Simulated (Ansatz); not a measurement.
Calculated with Ansatz (gas phase, PBE0-D4/def2-TZVP geometries, no zero-point term in ΔE). CCSD(T)/CBS adds triple-zeta CCSD(T) − MP2 to the extrapolated MP2 energy (def2 sets, frozen cores). DFT in def2-TZVPP. Each species was taken in one conformer, which may not be the lowest.

Reaction (isomerisation): `OCO[SiH2]F` → `OC(O)(F)[SiH3]`

`OCO[SiH2]F`:

```xyz
10

O     0.082    0.127   -1.731
C    -0.941   -0.118   -0.822
O    -0.466   -0.559    0.426
Si    0.738    0.134    1.284
F     0.423    1.681    1.521
H     0.480   -0.711   -1.986
H    -1.473    0.829   -0.705
H    -1.629   -0.890   -1.178
H     0.739   -0.555    2.589
H     2.047    0.062    0.601
```

`OC(O)(F)[SiH3]`:

Cartesian coordinates in Å:
```
O -0.588 -0.858 -1.226
C -0.596 -0.185 -0.030
O -0.725 -1.050 1.053
F -1.728 0.591 0.051
Si 0.957 0.954 0.063
H -1.364 -1.437 -1.244
H 0.015 -1.665 1.027
H 0.832 1.788 1.282
H 1.051 1.796 -1.152
H 2.145 0.068 0.175
```

(1) Is it downhill or uphill in electronic energy at CCSD(T)/CBS, and by how much? (Estimate.)

(2) What do these levels give: r2SCAN-D4, ωB97X-V, ωB97M-V, CCSD(T)/def2-TZVPP, MP2/def2-QZVPP, HF/CBS(def2)? (Estimate.)

Largest T1 diagnostic among the species: 0.013.

Answers

(1) The calculation gave: Uphill: ΔE = +70.9 kcal/mol.

(2) Computed: r2SCAN-D4 67.2, ωB97X-V 67.3, ωB97M-V 67.9, CCSD(T)/def2-TZVPP 69.9, MP2/def2-QZVPP 73.9, HF/CBS(def2) 76.3 kcal/mol.

From PBE to PBE0 (25 % exact exchange), in def2-TZVPP and without D4, ΔE moves by +2.9 kcal/mol. In def2-TZVPP, CCSD(T) changes the Hartree–Fock value by −5.2 kcal/mol (the triples alone add −1.2 kcal/mol) and MP2 by −2.1 kcal/mol.
